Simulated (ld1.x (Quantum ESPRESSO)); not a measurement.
How hard is this chlorine (Cl) ultrasoft potential?

chlorine, ultrasoft, made with ld1.x (Quantum ESPRESSO) 7.5 (LDA (PZ), scalar-relativistic). Core [Ne], reference 3s2 3p5. Waves: 3s (bound): rcut 0.85, rcutus 1.20 bohr; 3s channel at 0.05 Ry: rcut 0.85, rcutus 1.20 bohr; 3p (bound): rcut 1.25, rcutus 1.65 bohr; 3p channel at 0.05 Ry: rcut 1.25, rcutus 1.65 bohr. Local part: all-electron potential smoothed inside 1.35 bohr (lloc = -2). Core correction: none. Augmentation charge: built from norm-conserving waves at rcut, not smoothed further.

The pseudo-atom Hamiltonian at the reference potential is diagonalised in spherical Bessel functions j_l(qr) that vanish at 20 bohr, with q² up to the cutoff. All-electron valence levels (Ry): 3s -1.5210, 3p -0.6398.

Task: How do the lowest levels (Ry) of each channel move with the cutoff, and are there ghosts?

Result:

```csv
cutoff (Ry),s #1,p #1,d #1,f #1,Σ f·Δε (mRy)
8,-1.4416,-0.5262,0.0758,0.1195,727.2
10,-1.4532,-0.5716,0.0757,0.1195,477.1
15,-1.4863,-0.6258,0.0757,0.1195,139.8
18,-1.5058,-0.6333,0.0757,0.1195,63.3
21,-1.5137,-0.6371,0.0757,0.1195,28.8
30,-1.5201,-0.6397,0.0757,0.1195,2.5
35,-1.5204,-0.6398,0.0757,0.1195,1.7
40,-1.5204,-0.6398,0.0757,0.1195,1.6
45,-1.5206,-0.6398,0.0757,0.1195,1.2
55,-1.5209,-0.6398,0.0757,0.1195,0.5
60,-1.5209,-0.6398,0.0757,0.1195,0.3
400,-1.5210,-0.6399,0.0757,0.1195,0.0
```

Result: no extra level below or beside the all-electron valence levels (s, p, d, f tested); 10 mRy is reached at 25 Ry and 1 mRy at 50 Ry.
